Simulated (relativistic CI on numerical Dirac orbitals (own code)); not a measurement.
One change at a time: Cd⁴⁴⁺

Base calculation: Dirac-Coulomb-Breit CI, separate exchange-only KLI orbitals for each configuration, model QED (radiative potential, 1s self-energy scaled to tabulated hydrogen-like ionisation energies), unscaled Slater integrals.

Configuration list (outside the closed core 1s2): 2s2, 2s 2p, 2p2, 2p 3s, 2p 3p, 2s 3s, 2s 3p, 2s 3d, 2s 4s, 2s 4p, 2s 4d, 2s 4f, 3s2, 3s 3p, 3p2. Levels of other configurations are missing.

Variants: (1) configuration mixing switched off; (2) one mean potential for all configurations. Shifts of the energy above 2s2 1S_0, in eV, for the lowest level and the first level of each name with at least 55 % of one term (blank where a level changes its place among those of its configuration and J or its character, or is not in the variant):

| Level | Base | Δ(1) | Δ(2) |
| --- | --- | --- | --- |
| 2s2 1S_0 | 0.00 | 0.00 | 0.00 |
| 2s 2p 3P°_0 | 89.22 | -9.68 | +0.04 |
| 2s 2p 3P°_1 | 108.45 | -9.66 | +0.04 |
| 2p2 3P_0 | 258.51 | -14.34 | +0.21 |
| 2s 2p 3P°_2 | 307.93 | -9.69 | +0.04 |
| 2s 2p 1P°_1 | 365.96 | -9.60 | +0.03 |
| 2p2 3P_1 | 452.59 | -9.68 | +0.18 |
| 2p2 1D_2 | 466.90 | -9.41 | +0.18 |
| 2p2 3P_2 | 679.76 | -9.49 | +0.14 |
| 2p2 1S_0 | 723.84 | -14.36 | +0.14 |
| 2s 3s 3S_1 | 4181.47 | -8.12 | +0.02 |
| 2s 3s 1S_0 | 4199.88 | -6.20 | -0.02 |
| 2s 3p 3P°_0 | 4225.42 | -9.45 | -0.01 |
| 2s 3p 3P°_1 | 4226.28 | -8.65 | -0.01 |
| 2s 3p 3P°_2 | 4289.60 | -9.59 | -0.01 |
| 2p 3s 3P°_0 | 4295.32 | -9.93 | +0.02 |
| 2s 3d 3D_1 | 4306.39 | -5.00 | +0.01 |
| 2s 3d 3D_2 | 4314.02 | -9.10 | 0.00 |
| 2p 3p 3D_1 | 4327.24 | -14.32 | +0.04 |
| 2s 3d 3D_3 | 4329.47 | -9.36 | +0.01 |
| 2s 3d 1D_2 | 4341.69 | -8.54 | +0.02 |
| 2p 3p 3P_0 | 4351.26 | -11.56 | +0.20 |

At this charge energies of transitions that change n are usually good to better than 1 %, and those within a shell (Δn = 0) to a few per cent.

Ionisation energy from the two ground configurations alone: base 7407.13 eV. The NIST ASD value (semi-empirical) is 7414 eV.

LS names give the leading component of a level, which can be under half, so a name can repeat, a term be missing and a line seem to break the LS rules.
